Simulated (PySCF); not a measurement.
4,4-dichlorobut-1-yne (C4H4Cl2), SMILES C(#C)CC(Cl)Cl. Atoms are numbered in the order given.

```xyz
10

C     -2.0076    -0.0114     2.5013
C     -1.2822    -0.4611     1.6434
C     -0.3876    -0.9914     0.6188
C      0.5141     0.0790    -0.0001
Cl     1.6970    -0.7004    -1.1070
Cl    -0.4479     1.3212    -0.8615
H     -2.6576     0.3858     3.2579
H      0.2677    -1.7647     1.0534
H     -0.9603    -1.4725    -0.1911
H      1.0965     0.6075     0.7626
```

Geometry optimised at B3LYP-D3(BJ)/def2-SVP. Other conformers were not sampled.

The numbers are results of TDA-PBE/def2-SVPD in PySCF, not measurements.

Vertical excitations. The molecule is in vacuum.

```
state  energy (eV)  λ (nm)      f                                                                main pairs
-----  -----------  ------  -----  ------------------------------------------------------------------------
S1            5.41     229  0.001                                                            HOMO→LUMO 93 %
S2            5.62     221  0.035                                                          HOMO−1→LUMO 87 %
S3            6.13     202  0.004                                        HOMO−2→LUMO 56 %, HOMO−3→LUMO 36 %
S4            6.20     200  0.005                                        HOMO→LUMO+1 80 %, HOMO−3→LUMO 13 %
S5            6.25     198  0.012  HOMO−3→LUMO 29 %, HOMO−2→LUMO 28 %, HOMO−1→LUMO+1 20 %, HOMO→LUMO+1 18 %
S6            6.36     195  0.027                                      HOMO−1→LUMO+1 64 %, HOMO−3→LUMO 18 %
S7            6.53     190  0.007                                                          HOMO−4→LUMO 85 %
S8            6.75     184  0.001                                      HOMO−1→LUMO+2 69 %, HOMO→LUMO+3 19 %
S9            6.76     183  0.001                                      HOMO−5→LUMO 51 %, HOMO−2→LUMO+1 33 %
S10           6.89     180  0.001                                      HOMO→LUMO+3 72 %, HOMO−1→LUMO+2 18 %
T1            5.06     245      0                                          HOMO−1→LUMO 62 %, HOMO→LUMO 12 %
T2            5.25     236      0                                          HOMO→LUMO 79 %, HOMO−1→LUMO 12 %
T3            5.57     223      0                      HOMO→LUMO+2 51 %, HOMO−1→LUMO 17 %, HOMO−3→LUMO 10 %
T4            5.64     220      0                                                          HOMO−2→LUMO 92 %
```
Triplets are in the Tamm–Dancoff approximation.
